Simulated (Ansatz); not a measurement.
Consider the redistribution: `O[SiH2][SiH](F)S` + `[OH][InH2]` → `O[SiH2][SiH](O)S` + `[F][InH2]`.

Calculated with Ansatz (gas phase, PBE0-D4/def2-TZVP geometries, no zero-point term in ΔE). CBS: MP2 limit from def2 TZ/QZ plus the TZ coupled-cluster correction, frozen cores. Functionals use def2-TZVPP. B3LYP here is the variant with VWN-RPA as its local correlation; programs differ in this. def2 core potentials past Kr. For In outer-core shells are correlated without core-valence functions, which leaves a few kJ/mol of doubt a bond. One conformer a species, not always the lowest.

Q: Is it downhill or uphill in electronic energy at CCSD(T)/CBS, and by how much? (Best estimate.)

A: Ansatz gave: Nearly level: ΔE = +0.01 eV.

Q: What do these levels give: B3LYP-D4, ωB97M-V, B2PLYP, PBE, PBE0, MP2/def2-TZVPP, SCS-MP2/def2-TZVPP, CCSD/def2-TZVPP, CCSD(T)/def2-TZVPP, HF/def2-QZVPP, MP2/CBS(def2), CCSD/CBS(def2)? (Estimate.)

A: Ansatz gave: B3LYP-D4 -0.05, ωB97M-V -0.04, B2PLYP -0.02, PBE -0.02, PBE0 -0.04, MP2/def2-TZVPP 0.01, SCS-MP2/def2-TZVPP 0.00, CCSD/def2-TZVPP -0.01, CCSD(T)/def2-TZVPP 0.00, HF/def2-QZVPP -0.07, MP2/CBS(def2) 0.01, CCSD/CBS(def2) 0.00 eV.

Largest T1 diagnostic among the species: 0.017.

In def2-TZVPP, CCSD(T) changes the Hartree–Fock value by +0.08 eV (the triples alone add +0.01 eV) and MP2 by +0.09 eV.
